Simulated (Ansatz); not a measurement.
## One elementary step

Start structure (Si₂H₇OF₃, closed shell), relaxed at PBE0-D4/def2-TZVP:

Si1  (-1.387, -0.135, -0.699)
Si2  (0.809, -0.865, -1.061)
F3  (-2.344, -1.101, -1.544)
F4  (-1.645, 1.314, -1.323)
H5  (-1.906, -0.180, 0.683)
H6  (0.311, 1.342, 1.607)
O7  (0.274, 1.489, 0.655)
H8  (1.151, -0.738, 1.846)
F9  (0.908, -0.321, 2.641)
H10  (0.851, -2.098, -1.891)
H11  (1.660, 0.182, -1.674)
H12  (1.426, -1.247, 0.252)
H13  (-0.108, 2.358, 0.508)
(Å)

The step: Si₂H₄F₂ ([F][SiH]([F])[SiH3]) + H₂O + HF → SiH₂OF₂ ([OH][SiH]([F])[F]) + SiH₄ + HF; bonds formed: Si1–O7, Si2–H8, H6–F9; bonds broken: Si1–Si2, H6–O7, H8–F9. Ansatz 0.2.0; basis: def2-TZVPP and def2-QZVPP; cores frozen in the correlated methods. Extrapolation: Hartree–Fock as exp(−7.88 √X), correlation as X^−2.97. Energies below are by CCSD(T) at an estimated basis limit (MP2 extrapolated from triple and quadruple zeta, plus CCSD(T) − MP2 in triple zeta).

**Question.** What are the electronic barrier and the energy of the step, from the start structure to the end structure? (To be estimated.)

**Answer.** By the calculation: Barrier 40.52 kcal/mol; step energy -30.60 kcal/mol (downhill); reverse barrier, their difference, 71.12 kcal/mol. Barrier and step energy count from the start structure, the reverse barrier from the end structure.

The saddle point: One imaginary mode of 1214i cm⁻¹.
```json
{"pair": "Si1–O7", "start (Å)": "2.69", "saddle (Å)": "1.88", "end (Å)": "1.63"}
{"pair": "Si2–H8", "start (Å)": "2.93", "saddle (Å)": "1.74", "end (Å)": "1.48"}
{"pair": "H6–F9", "start (Å)": "2.05", "saddle (Å)": "1.28", "end (Å)": "0.94"}
{"pair": "Si1–Si2", "start (Å)": "2.34", "saddle (Å)": "2.62", "end (Å)": "4.41"}
{"pair": "H6–O7", "start (Å)": "0.96", "saddle (Å)": "1.09", "end (Å)": "1.73"}
{"pair": "H8–F9", "start (Å)": "0.93", "saddle (Å)": "1.30", "end (Å)": "3.29"}
```

Zero-point energy (harmonic, PBE0-D4): ZPE is 47.64 kcal/mol at the start and 45.85 kcal/mol at the saddle, so the barrier goes from 40.52 to 38.73 kcal/mol.

No T1 diagnostic of these runs exceeds 0.014.

Labels in which every atom is bracketed show which atoms are joined, not bond orders.

For scale, one of the runs: CCSD(T)/def2-TZVPP, 306 basis functions, launched by `ansatz run in.yaml --threads 4 --pin off --events-out ev --progress --plain --max-ram 46080MiB --backend cuda --devices 0, --max-vram 37GiB`. Hardware: 4 CPU threads of an AMD EPYC 7R13 and a share of one NVIDIA H100, shared host. Wall time 9.5 s; peak host memory 0.86 GiB.
